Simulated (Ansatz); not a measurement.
Q: Name a neutral molecule of F, Hf, O, Se and H with size of the dipole moment (ωB97M-V/def2-TZVPP) between 3.50 and 3.80 D and LUMO energy (ωB97M-V/def2-TZVPP) between 0.80 and 1.10 eV (Ansatz, PBE0-D4/def2-TZVP geometry).

A: `[OH][Hf]([OH])([F])[SeH]` (3.66 D, 0.81 eV). Other molecules can fit too; these were computed, each in one conformer that needn't be the lowest.
